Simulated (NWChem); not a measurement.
System: GaH, singlet; SMILES [GaH]

Input file for NWChem:

```
start job
memory heap 200 mb stack 900 mb global 1100 mb
geometry units angstroms
  Ga     0.000000     0.000000    -0.051652
  H      0.000000     0.000000    -1.734079
end
basis spherical
  * library cc-pvdz
end
dft
  xc b3lyp
  iterations 150
end
driver
  maxiter 120
end
task dft optimize
task dft freq
```

Low-valent species are run as closed-shell singlets; no triplet was tried in these runs.

The level has its own optimisation; frequencies are unscaled.

### Question
Give the results of this calculation. (B3LYP/cc-pVDZ.) Quantities: basis functions; r Ga–H (Å); highest harmonic frequency (cm⁻¹); zero-point energy (kcal/mol); dipole (D).

### Answer
```json
{
  "number_of_basis_functions": "32",
  "r Ga–H (Å)": "1.698",
  "highest harmonic frequency (cm⁻¹)": "1545",
  "zero-point energy (kcal/mol)": "2.2",
  "dipole (D)": "0.40"
}
```
